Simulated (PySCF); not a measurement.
## NMR problem set

Computed data (PySCF 2.14): geometry from GFN2-xTB, σ from GIAO-PBE0/pcSseg-1. No solvent, a single conformation, averaged over atoms made equivalent by symmetry, fast rotation or ring inversion, relativity neglected.

Referencing at the same level of theory: TMS for ¹H (σref 31.72), ¹³C (σref 186.93). Where no couplings were computed, multiplicities follow the n + 1 count of equivalent neighbours, and m marks all less simple cases (inequivalent or close neighbours, rings, F or P nearby). Shifts are as computed. Against solution values, carbons near 30 ppm lie about +3 ppm off and those near 130 ppm about +5 ppm. Of 1211 compounds with measured shifts, 218 miss one by over three times the rms of a fit or turn the order of signals round; such compounds aren't used in these exercises. OH and NH positions are gas-phase values without hydrogen bonding to other molecules.

Task: C7H13N. ¹H NMR (300 MHz, computed): δ 3.40 (m, 1H), 3.22 (m, 1H), 2.09 (m, 1H), 1.98 (m, 1H), 1.75 (m, 1H), 1.37 (m, 1H), 1.24 (m, 1H), 1.20 (m, 1H), 0.94 (d, 3H), 0.52 (br s, 1H), 0.33 (m, 1H). ¹³C{¹H} NMR (computed): δ 64.0 (CH), 60.5 (CH), 41.5 (CH2), 37.7 (CH), 35.1 (CH2), 27.5 (CH2), 19.6 (CH3). Identify the compound.

Result: `C1C[C@H]2C[C@@H](C)[C@@H]1N2`. Rings plus π bonds: 2 (2 rings in the answer). 7 carbon signals for 7 carbons: no two carbons are equivalent. Carbon types of the structure: 3 × CH, 3 × CH2, 1 × CH3, leaving 1 H on heteroatoms. δC 64.0, 60.5: sp3 CH bonded to N; the inductive effect lowers its shielding. δC 41.5, 35.1, 27.5: sp3 CH2 in a ring; saturated and bonded to C and H only. δC 19.6: methyl carbon; saturated and bonded to C and H only. δH 0.52: hydrogen on an amine nitrogen; exchangeable, gas-phase position.

The shifts were computed for this structure.

Task: C4H5ClOSi. ¹H NMR (600 MHz, computed): δ 7.89 (m, 1H), 7.39 (m, 1H), 6.80 (m, 1H), 5.64 (s, 2H). ¹³C{¹H} NMR (computed): δ 154.7 (CH), 153.8 (C), 131.4 (CH), 117.1 (CH). Give a structure.

Result: SMILES o1c([SiH2]Cl)ccc1. Rings plus π bonds: 3 (1 ring in the answer). 4 carbon signals for 4 carbons: no two carbons are equivalent. Carbon types of the structure: 1 × C, 3 × CH, leaving 2 H on heteroatoms. δC 154.7: aromatic CH next to the ring oxygen. δC 153.8: substituted aromatic carbon next to the ring oxygen. δC 131.4, 117.1: aromatic CH. δH 7.39, 6.80: hydrogen on an aromatic CH; ring-current deshielding.

The shifts were computed for this structure.

Task: C6H9NO2Si. ¹H NMR (600 MHz, computed): δ 6.08 (m, 1H), 6.01 (m, 1H), 4.46 (t, 2H), 3.94 (s, 3H), 2.24 (t, 2H). ¹³C{¹H} NMR (computed): δ 187.5 (C), 137.1 (CH2), 126.7 (C), 123.6 (C), 52.8 (CH3), 23.6 (CH2). Identify the compound.

Result: SMILES C=C(C#N)C[SiH2]C(=O)OC. The formula gives 4 degrees of unsaturation (no ring in the answer). 6 carbon signals for 6 carbons: no two carbons are equivalent. Carbon types of the structure: 3 × C, 2 × CH2, 1 × CH3, leaving 2 H on heteroatoms. δC 187.5: carbonyl carbon. δC 137.1: terminal =CH2 carbon; as expected for a trigonal carbon in a double bond. δC 126.7: fully substituted alkene carbon; the olefinic region. δC 123.6: nitrile carbon; typical of a nitrile.

The data come from this structure; uniqueness wasn't tested.
